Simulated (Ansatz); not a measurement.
GeCl₄. Charge 0, multiplicity 1. Geometry relaxed at PBE-D4/def2-SVP.

```xyz
5

Ge    0.0001    0.0000   -0.0001
Cl    2.1095   -0.2137   -0.3385
Cl   -1.0060    0.2422   -1.8813
Cl   -0.3565    1.7237    1.2292
Cl   -0.7470   -1.7522    0.9906
```

Problem. Estimate the harmonic wavenumbers at RKS PBE-D4/def2-SVP (Ansatz, unscaled). Is this a minimum?

Solution. 117, 117, 159, 159, 159, 369, 445, 445, 445 cm⁻¹. Yes, no mode is imaginary beyond noise. Zero-point energy 14.4 kJ/mol. Run time 35 s (2 threads of Arm Neoverse V1 on a shared host).
